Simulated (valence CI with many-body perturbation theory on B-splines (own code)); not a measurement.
## Run record, Mo+

Calculated by valence CI with perturbative core correlation (CI+MBPT): five valence electrons over a frozen Dirac-Fock core [Kr], a basis of 9 s, 9 p, 9 d, 7 f, 4 g, 2 h functions for each j, with the one-electron correlation potential Σ1 (screened to all orders), the two-electron term Σ2, the three-electron term Σ3, Breit, model QED; selected single and double excitations, second order for the rest, scaled by the run's own slope (own B-spline code, finite nucleus).

Command, and the settings that its task file holds:

```sh
python run_cv.py task.json out
```

```
atom Mo  Z=42  mass_number=98  rms_radius_fm=4.4091
core [Kr]
valence 4d5
avg = 1
basis = L
breit = 1
cap = 170000
capref = 1200
cscale = 1
de = 0.0
dress = 0
eps = 2e-08
extrap = 1
h = 0.27
hh = 1
l2 = 3
lcore = 6
maxit = 90
n2 = 5
natural = 1
nlev = 40
nno = [6, 6, 6, 5, 3, 2]
nroot = 20
nsp = [3, 3, 3, 2, 1, 0]
pt2 = 1
qed = 1
rpa = 1
s1 = 1
s2 = 1
s3 = 1
screen = 1
tol = 2e-05
whole = 1
```

It took 19 min on 1 thread of Intel(R) Xeon(R) Processor @ 2.30GHz, with other jobs on the host.

Log. The first blocks belong to the next ion, which gives the ionisation energy. Fields: 2J, parity (1 odd), roots, reference size, generating configurations, candidates as configurations/state functions, variational space P, stored matrix elements, Davidson steps; e2 is the range of second-order energies in hartree. The first line gives the box (bohr), its intervals, the orbitals and the steps of their self-consistent field. Window is the range of levels sought, series limit the energy at which the first omitted orbital would enter, core excitation an estimate of the first excitation out of the core, left out the lowest levels not solved, and shifts from estimates the range by which levels moved from their first estimate, all in cm⁻¹.

```
rmax 28.0 intervals 66 orbitals 71 references ['4d5', '4d4 5s', '4d3 5s2', '4d4 5p'] scf 10 t 2.7
2J=0 par=0 roots 2 ref 21 generators 10 cand 3211/6191 P 3228/6212 nnz 5.3e+06 it 7
2J=0 par=0 roots 2 ref 21 generators 53 cand 5030/13719 P 8258/19931 nnz 2.3e+07 it 8
   second order: generators 119 cand 89988/212369 e2 -0.00030 -0.00013
2J=2 par=0 roots 2 ref 44 generators 13 cand 2480/12085 P 2500/12129 nnz 2.5e+07 it 7
2J=2 par=0 roots 2 ref 44 generators 54 cand 3180/22301 P 5680/34430 nnz 9e+07 it 9
   second order: generators 121 cand 89799/570570 e2 -0.00052 -0.00024
2J=4 par=0 roots 2 ref 64 generators 11 cand 2269/15309 P 2292/15373 nnz 4.4e+07 it 13
2J=4 par=0 roots 2 ref 64 generators 48 cand 2665/25631 P 4957/41004 nnz 1.5e+08 it 15
   second order: generators 122 cand 87333/854637 e2 -0.00065 -0.00032
reference levels 575, estimated 109, window 28060 1/cm; series limit 101268, core excitation 257257
2J=5 par=0 roots 14 ref 43 generators 25 cand 2379/31508 P 2616/33846 nnz 1.5e+08 it 14
2J=5 par=0 roots 14 ref 43 generators 127 cand 2149/27728 P 4765/61574 nnz 4.2e+08 it 20
   second order: generators 478 cand 399484/13547896 e2 -0.00455 -0.00173
2J=1 par=0 roots 6 ref 24 generators 21 cand 5028/31488 P 5514/34007 nnz 1.1e+08 it 10
2J=1 par=0 roots 6 ref 24 generators 105 cand 4153/38368 P 9667/72375 nnz 2.8e+08 it 11
   second order: generators 381 cand 351191/4991649 e2 -0.00199 -0.00096
2J=3 par=0 roots 9 ref 36 generators 27 cand 2930/31451 P 3243/33924 nnz 1.4e+08 it 12
2J=3 par=0 roots 9 ref 36 generators 123 cand 2921/30772 P 6164/64696 nnz 3.9e+08 it 21
   second order: generators 424 cand 391018/10165919 e2 -0.00382 -0.00176
2J=7 par=0 roots 12 ref 36 generators 24 cand 2288/31483 P 2534/33948 nnz 1.5e+08 it 11
2J=7 par=0 roots 12 ref 36 generators 113 cand 1992/26927 P 4526/60875 nnz 4.2e+08 it 14
   second order: generators 416 cand 368576/13841128 e2 -0.00492 -0.00248
2J=9 par=0 roots 8 ref 26 generators 21 cand 2544/31479 P 2821/33979 nnz 1.5e+08 it 9
2J=9 par=0 roots 8 ref 26 generators 103 cand 2148/27451 P 4969/61430 nnz 4.2e+08 it 11
   second order: generators 401 cand 373948/14146653 e2 -0.00373 -0.00221
2J=11 par=0 roots 5 ref 12 generators 17 cand 2977/31519 P 3300/33986 nnz 1.5e+08 it 8
2J=11 par=0 roots 5 ref 12 generators 101 cand 2357/27673 P 5657/61659 nnz 4e+08 it 9
   second order: generators 376 cand 388216/13430363 e2 -0.00312 -0.00227
2J=13 par=0 roots 3 ref 5 generators 8 cand 3696/31968 P 4149/34484 nnz 1.4e+08 it 7
2J=13 par=0 roots 3 ref 5 generators 72 cand 3112/30323 P 7261/64807 nnz 3.4e+08 it 8
   second order: generators 268 cand 370613/10990694 e2 -0.00227 -0.00165
left out: unestimated 45482, estimated 32567, shifts from estimates -693 to 533
operators 5.4
```

The Davidson iterations converged.

Set against measurement, 9 paired levels are off by 373 cm⁻¹ on average, the worst by 607. These come from a selection out of the NIST Handbook of Basic Atomic Spectroscopic Data. Levels without a partner in it may be off by more, other configurations by 1,000 to 4,000 cm⁻¹. Among the levels kept, up to 1100 cm⁻¹ of a level comes from second order outside the variational space, and about a tenth of that is noise between levels of different J, which matters for small intervals. Only levels of the ground parity were solved; by the run's estimate the other parity begins above the list, which can be wrong where configurations are misplaced.

* Valence energy: -7.572674 hartree
* Ionisation energy: 15.789 eV (NIST: 16.16 ± 0.12 eV (semi-empirical))
* Reference configurations for the orbitals: 4d5, 4d4 5s, 4d3 5s2, 4d4 5p
* Radial orbitals: 71
* Box radius: 28.01 bohr
* Largest variational space: 72375
* Lowest levels: 4d⁵ ⁶S_5/2 0.0, 4d⁴5s ⁶D_1/2 11206, 4d⁴5s ⁶D_3/2 11447, 4d⁴5s ⁶D_5/2 11815, 4d⁴5s ⁶D_7/2 12294, 4d⁴5s ⁶D_9/2 12854, 4d⁵ ⁴G_5/2 15294, 4d⁵ ⁴G_7/2 15415, 4d⁵ ⁴G_9/2 15516, 4d⁵ ⁴G_11/2 15553, 4d⁵ ⁴P_3/2 [a] 15927, 4d⁵ ⁴P_5/2 [a] 15956, 4d⁵ ⁴P_1/2 [a] 16119, 4d⁵ ⁴P_1/2 [b] 16906 cm⁻¹

Names give the largest LS component (configuration and term), which can be under half, so a name can repeat, a term be missing and a line seem to break the LS rules; names also repeat where a configuration has a term twice. Letters in brackets count levels of one name in rising energy.
